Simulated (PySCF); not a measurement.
Job file and geometry (Å, from GFN2-xTB) of an NMR shielding run on SMILES BPBPBB(C)C, C₂H₁₂B₄P₂, PySCF 2.14.0, density-fitted response routines, GIAO PBE0/pcSseg-1 NMR shielding, non-relativistic, gas phase; density fitting, a coarse starting grid and PySCF grid level 2 are the driver's defaults:

```
$ OMP_NUM_THREADS=1 python probes_run.py task.json out

{"job": {"kind": "nmr", "xc": "PBE0", "basis": "pcSseg-1"}, "charge": 0, "multiplicity": 1}
B      2.073166    -1.145270     1.135903
P      2.424594    -0.047679    -0.251544
B      1.931475     1.719438    -0.110705
P      0.327749     2.258723     0.595410
B     -1.211360     1.441120     0.028685
B     -1.415907    -0.181402    -0.133023
C     -1.111383    -0.936580    -1.493743
C     -1.991251    -1.068341     1.050544
H      1.056837    -1.017423     1.700159
H      2.815476    -2.006375     1.407482
H      3.762456    -0.090029    -0.584493
H      2.692054     2.538795    -0.463765
H      0.238324     3.610347     0.312562
H     -2.101774     2.191863    -0.147234
H     -0.040365    -1.155401    -1.509205
H     -1.310815    -0.339318    -2.381534
H     -1.627831    -1.888237    -1.600300
H     -1.799198    -0.666553     2.043397
H     -3.076136    -1.108285     0.939102
H     -1.641258    -2.098715     1.025327
```

**Question.** What does the program print?

**Answer.** 
```
coarse grid: 17208 points
cycle   1  E = -864.8461915960  dE =  5.777e-01  |g| = 4.614e-01  |ddm| = 3.958e+00
cycle   2  E = -864.8359165159  dE =  1.028e-02  |g| = 5.039e-01  |ddm| = 1.030e+00
cycle   3  E = -864.9100845509  dE = -7.417e-02  |g| = 3.792e-02  |ddm| = 6.062e-01
cycle   4  E = -864.9104102000  dE = -3.256e-04  |g| = 2.387e-02  |ddm| = 9.146e-02
cycle   5  E = -864.9106017963  dE = -1.916e-04  |g| = 7.218e-03  |ddm| = 4.070e-02
cycle   6  E = -864.9106198339  dE = -1.804e-05  |g| = 1.670e-03  |ddm| = 1.114e-02
cycle   7  E = -864.9106207134  dE = -8.795e-07  |g| = 4.028e-04  |ddm| = 2.694e-03
final grid: 155568 points
cycle   8  E = -864.9505153956  dE = -5.394e-05  |g| = 8.468e-03  |ddm| = 3.671e-02
cycle   9  E = -864.9505100275  dE =  5.368e-06  |g| = 9.524e-03  |ddm| = 1.767e-02
cycle  10  E = -864.9505359510  dE = -2.592e-05  |g| = 4.731e-04  |ddm| = 1.039e-02
cycle  11  E = -864.9505360206  dE = -6.966e-08  |g| = 1.956e-04  |ddm| = 9.899e-04
cycle  12  E = -864.9505360327  dE = -1.210e-08  |g| = 7.735e-05  |ddm| = 3.491e-04
cycle  13  E = -864.9505360348  dE = -2.061e-09  |g| = 2.055e-05  |ddm| = 1.258e-04
cycle  14  E = -864.9505360349  dE = -1.448e-10  |g| = 3.353e-06  |ddm| = 3.385e-05
converged SCF energy = -864.9505360349

GIAO shielding tensors (ppm)
atom      isotropic    diamagn.    paramagn.     s11        s22        s33       span
  0 B       29.553     199.924    -170.370    -54.273      1.224    141.710    195.983
  1 P      346.541     972.401    -625.860    120.122    456.655    462.847    342.725
  2 B       34.136     200.444    -166.308    -47.700     15.763    134.344    182.044
  3 P      373.046     971.151    -598.105    180.774    459.331    479.034    298.260
  4 B       13.211     198.527    -185.316   -100.755      1.795    138.595    239.350
  5 B       -3.930     190.179    -194.108    -88.028    -45.868    122.107    210.135
  6 C      170.613     253.714     -83.102    150.656    173.313    187.868     37.212
  7 C      167.072     252.051     -84.979    143.614    175.459    182.144     38.529
  8 H       24.301      33.049      -8.748     16.988     27.441     28.473     11.485
  9 H       23.933      30.370      -6.437     17.441     26.942     27.415      9.974
 10 H       26.616      30.291      -3.675     22.507     24.762     32.578     10.071
 11 H       23.644      29.480      -5.836     18.799     24.898     27.236      8.437
 12 H       26.750      30.558      -3.808     22.295     24.931     33.024     10.729
 13 H       22.001      30.256      -8.255     12.758     25.745     27.500     14.742
 14 H       29.971      33.014      -3.043     25.201     27.217     37.494     12.293
 15 H       30.450      31.499      -1.049     26.787     29.083     35.480      8.693
 16 H       30.635      31.212      -0.577     27.204     29.493     35.207      8.003
 17 H       30.013      31.425      -1.412     27.130     29.091     33.819      6.690
 18 H       30.906      28.835       2.071     26.901     28.675     37.143     10.242
 19 H       30.466      31.747      -1.280     28.247     28.984     34.167      5.920
```

Size and cost of the density-fitted run: 210 basis functions, 41 s wall time on 1 thread of an Intel Xeon 6975P-C, shared host; peak memory 1 GiB.
